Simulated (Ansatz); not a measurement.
Species: C₃H₇N, charge 0, singlet. C3H7N (SMILES C1C(N)C1).
B3LYP-D3(BJ)/def2-TZVP minimum from Ansatz (a first-principles code):
```
C
H 1 1.0888
N 1 1.4402 2 118.06
H 3 1.0133 1 111.20 2 -60.10
H 3 1.0133 4 107.85 1 -122.16
C 1 1.5007 2 115.87 3 146.09
H 6 1.0812 1 116.46 2 -146.10
H 6 1.0815 7 115.26 1 -145.27
C 1 1.5007 2 115.87 3 -146.09
H 9 1.0812 1 116.46 2 146.10
H 9 1.0815 10 115.26 1 145.27
```
Charge 0, spin multiplicity 1.

Quantity: atomisation energy (electronic, to ground-state atoms), in kcal/mol. UHF or UKS for unpaired electrons; spin-orbit terms are left out. CBS(X,Y): correlation extrapolated as X^-3, Hartree-Fock from the larger set. A bracket is a step between two methods taken in the basis named. The functionals are non-relativistic, so their misses hold any scalar relativity. Double hybrids freeze cores in their MP2 part. '+ core + X2C': CCSD(T) terms for core correlation (cc-pwCVTZ) and scalar relativity (cc-pVTZ-DK). Where a partner has so few electrons that a lower coupled-cluster level is exact, that level stands in.

CCSD(T)/CBS(cc-pVTZ,cc-pVQZ) + [CCSDT(Q) - CCSD(T)]/cc-pVDZ + core + X2C (Ansatz) gives 1023.1 kcal/mol.

Problem. What does PBE/def2-TZVPD (Ansatz) give here, and how do the other levels compare?

Solution. PBE gives 1044.1 kcal/mol, 21.0 kcal/mol above it. Differences of the others: r2SCAN/def2-TZVPD (Ansatz) -3.1; B3LYP/def2-TZVPD (Ansatz) -6.3; wB97M-V/def2-TZVPD (Ansatz) 1.9; B2PLYP/def2-TZVPD (Ansatz) -14.3; CCSD(T)/CBS(cc-pVTZ,cc-pVQZ) + core + X2C (Ansatz) -0.5 kcal/mol. Nearer than PBE: r2SCAN/def2-TZVPD, B3LYP/def2-TZVPD, wB97M-V/def2-TZVPD, B2PLYP/def2-TZVPD, CCSD(T)/CBS(cc-pVTZ,cc-pVQZ) + core + X2C.
